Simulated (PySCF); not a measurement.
Molecular orbitals of EuO

B2PLYP at R = 1.856 Å; PySCF, spin-free X2C with a Gaussian nucleus, basis sets Eu x2c-TZVPall, O x2c-TZVPall. State: octet, about 7.0 electrons in the 4f shell (Mulliken). Only the outer orbitals are listed, counted within each symmetry.

| spin | orbital | occ. | ε (eV) | on Eu (%) | main shells (%) |
| --- | --- | --- | --- | --- | --- |
| α | 8π | 1 | -5.88 | 59 | 42 Eu f, 41 O p, 16 Eu d |
| α | 8π | 1 | -5.88 | 59 | 42 Eu f, 41 O p, 16 Eu d |
| α | 15σ | 1 | -5.23 | 64 | 36 Eu f, 35 O p, 19 Eu d |
| α | 16σ | 0 | -1.04 | 99 | 79 Eu s, 14 Eu p |
| α | 9π | 0 | 0.32 | 100 | 85 Eu p, 15 Eu d |
| α | 9π | 0 | 0.32 | 100 | 85 Eu p, 15 Eu d |
| β | 15σ | 0 | -0.95 | 99 | 82 Eu s, 15 Eu p |
| β | 8π | 0 | 0.38 | 100 | 85 Eu p, 15 Eu d |
| β | 8π | 0 | 0.38 | 100 | 85 Eu p, 15 Eu d |

Q: Which are the highest filled and the lowest empty level, where do they sit, and how wide is the gap?

A: Highest filled α 15σ at -5.23 eV (in %: 36 Eu f, 35 O p, 19 Eu d); lowest empty α 16σ at -1.04 eV (in %: 79 Eu s, 14 Eu p); the gap at B2PLYP is 4.19 eV.

```json
{
  "bond order (Mayer)": "1.87",
  "⟨S²⟩": "15.778",
  "charge on Eu (Mulliken, basis-dependent)": "0.79",
  "charge on Eu (Löwdin, basis-dependent)": "0.55",
  "dipole moment (positive dipole means Eu(−)O(+))": "-7.96 D"
}
```

Correlated steps freeze 19 core orbitals. Spin–orbit coupling is left out. B2PLYP dipoles, levels and charges come from its SCF part alone. The state is the lowest single determinant that the PBE0 search found; with open d or f shells the true ground state can be another one.
